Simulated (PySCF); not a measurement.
Level of theory: PBE-D3(BJ)/def2-TZVP run with PySCF. Isolated molecules, 0 K electronic values unless said otherwise. One relaxed conformer stands for a flexible species; it need not be the lowest. Delta-SCF ions had no search for a lower state. Excitations are Tamm–Dancoff values on a coarser integration grid. The basis has no diffuse functions, so Rydberg states are missing or too high.

Reference species (SMILES): `OC1=CC1` (H–O–C–C torsion 180°) (neutral, multiplicity 1).

- S1 excitation (TDA) = 5.26 eV
- S1–T1 gap (TDA) = 0.85 eV
- vertical ionisation energy (Delta-SCF) = 8.78 eV
- S1 oscillator strength = 0.000

Changed species: `O=C1CC1`.

Task: Give the shifts of the S1 excitation (TDA), S1–T1 gap (TDA), vertical ionisation energy (Delta-SCF) and S1 oscillator strength.

Result: the S1 excitation (TDA) decreases by 1.65 eV, to 3.61 eV; the S1–T1 gap (TDA) falls by 0.24 eV, to 0.61 eV; the vertical ionisation energy (Delta-SCF) goes up by 0.49 eV, to 9.27 eV; the S1 oscillator strength hardly moves.
